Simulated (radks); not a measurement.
Results of a calculation; reference values are marked as such.
The iron ion Fe+, 25 electrons, occupied as [Ar] 3d6 4s1 (the NIST ground configuration). Code: a radial shooting solver on a logarithmic mesh with Libxc functionals. Model: non-relativistic Kohn-Sham, LB94 model potential, spin-polarised, spherical densities, point nucleus; open shells are filled with parallel spins first.

Normalised radial functions P(r) = r R(r), r in bohr:

r,4s up,4s down
0.004307,0.0361,0.0361
0.006425,0.0509,0.0509
0.009585,0.0696,0.0696
0.0143,0.0909,0.0908
0.02116,0.1096,0.1095
0.03157,0.1163,0.1163
0.0471,0.0936,0.0935
0.07026,0.0235,0.0235
0.1048,-0.0911,-0.0910
0.1564,-0.1926,-0.1925
0.2333,-0.1656,-0.1654
0.348,0.0566,0.0568
0.5192,0.3071,0.3070
0.7745,0.2550,0.2588
1.146,-0.1627,-0.1520
1.71,-0.6062,-0.6001
2.551,-0.6677,-0.6698
3.806,-0.3756,-0.3777
5.677,-0.0952,-0.0970
8.47,-0.0079,-0.0083

4s up: eigenvalue -17.836 eV, 3 radial nodes at r = 0.0771, 0.321, 1.01 bohr, <r> = 2.57 bohr, 90 % of the charge inside 3.81 bohr. 4s down (empty): eigenvalue -17.304 eV, 3 radial nodes at r = 0.0771, 0.321, 1.02 bohr, <r> = 2.58 bohr, 90 % of the charge inside 3.83 bohr.
